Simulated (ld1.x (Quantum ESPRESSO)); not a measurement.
## Sn: one change to a TM potential, before and after

| Item | Value |
| --- | --- |
| Element | tin |
| Generator | ld1.x (Quantum ESPRESSO) 7.5 |
| Type | norm-conserving Troullier–Martins (Kleinman–Bylander form) |
| Functional | PBE |
| Relativity | scalar-relativistic |
| Frozen core | [Kr] |
| Valence charge | 14 |
| Reference configuration | 4d10 5s1.75 5p2.25 |
| Partial waves | 5s (bound): rc 2.00 bohr; 5p (bound): rc 2.60 bohr; 4d (bound): rc 1.65 bohr |
| Local potential | the d channel |
| Core correction | a·sin(br)/r model core inside 1.05 bohr |

Change: all radii but the core radius scaled by about 1.15 (s 2.30, p 2.98, d 1.90 bohr).

Cutoffs: the cutoffs (Ry, on a coarse ladder) from which the occupation-weighted sum of valence levels, in a spherical-Bessel basis at the reference potential, stays within 10 and 1 mRy of its value at 400 Ry; they do not see the model core or the augmentation charge, which bear on the density cutoff. Errors are all-electron minus pseudo energies relative to the spin-unpolarised reference configuration.

Question: What does the change do?

Answer: The potential gets softer (80 Ry and 140 Ry → 70 Ry and 120 Ry); both files keep a bound ghost (p, s); of the 6 tests that both files solve, the error grows in 3 and shrinks in 1 by more than 15 % and 0.3 meV (median size 1.7 → 1.7 meV). A larger radius leaves more room for a smooth pseudo-wave, so fewer plane waves are needed.

```csv
quantity,base,changed
"cutoff, loose",80 Ry,70 Ry
"cutoff, tight",140 Ry,120 Ry
loose cutoff by channel (10 mRy a level),"s 10 Ry, p 6 Ry, d 70 Ry","s 15 Ry, p 6 Ry, d 55 Ry"
bound ghosts,"s, p","s, p"
"tests counted (converged, no solver errors)",6 of 7,6 of 7
"error for 4d10 5s2 5p2, meV [ΔE -1.72 eV]",+0.1,+0.1
"error for 4d10 5s2 5p1, meV [ΔE 5.15 eV]",-1.9,-2.6
"error for 4d10 5s2 5p0, meV [ΔE 19.11 eV]",-8.1,-14
"error for 4d10 5s1 5p2, meV [ΔE 12.80 eV]",-2.9,-4.4
"error for 4d10 5s2 5p2.3, meV [ΔE -2.57 eV]",+0.3,+0.3
"error for 4d10 5s1 5p3, meV [ΔE 5.26 eV]",-1.4,-0.7
```

Base: Tests not counted: 4d9 5s2 5p2 (solver errors, printed error -1492 eV). Changed file: Tests not counted: 4d9 5s2 5p2 (solver errors, printed error -16.1 eV). A true bound ghost makes a file unfit for plane-wave use even where its test errors are small: the radial tests pick states by their node count and pass the ghost by. Where a test does run into it, the solver fails or the error is huge.
